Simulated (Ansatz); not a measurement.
Born–Oppenheimer molecular dynamics of H2O2Zn (5 atoms, charge 0, multiplicity 1). It starts from a relaxed structure.

All numbers below come from RKS BHLYP-D4/def2-SVP (Ansatz 0.2.0).

| Quantity | Value |
| --- | --- |
| ensemble | NVT, Langevin thermostat |
| time step | 0.25 fs |
| steps asked | 250 |
| set temperature | 300 K |
| friction | 0.5 /fs |
| seed | 470175 |

First frame:

```xyz
5
Properties=species:S:1:pos:R:3
Zn -0.065 -0.119 0.000
O -0.034 -0.066 1.763
H -0.869 -0.142 2.216
O -0.037 -0.064 -1.763
H 0.349 -0.808 -2.216
```

Q: How far do the bonds stretch over the last three quarters of this one trajectory? (Pairs bonded in most of those frames.)

A: 
```json
{"bond": "Zn1–O2", "mean (Å)": "1.790", "spread (Å)": "0.013", "shortest": "1.77", "longest": "1.82"}
{"bond": "Zn1–O4", "mean (Å)": "1.745", "spread (Å)": "0.048", "shortest": "1.69", "longest": "1.83"}
{"bond": "O2–H3", "mean (Å)": "0.961", "spread (Å)": "0.028", "shortest": "0.91", "longest": "1.02"}
{"bond": "O4–H5", "mean (Å)": "0.946", "spread (Å)": "0.022", "shortest": "0.89", "longest": "0.99"}
```

Mean temperature of the second half: 333 K. The mean temperature of the second half is 11 % above the set value. A run of 0.062 ps of so small a system gives no equilibrium averages. The friction is so strong that the motion is overdamped, so the time scale means little.

Run time: 4.5 min on 2 threads of Arm Neoverse V2, on a shared host, peak memory 0.13 GiB.
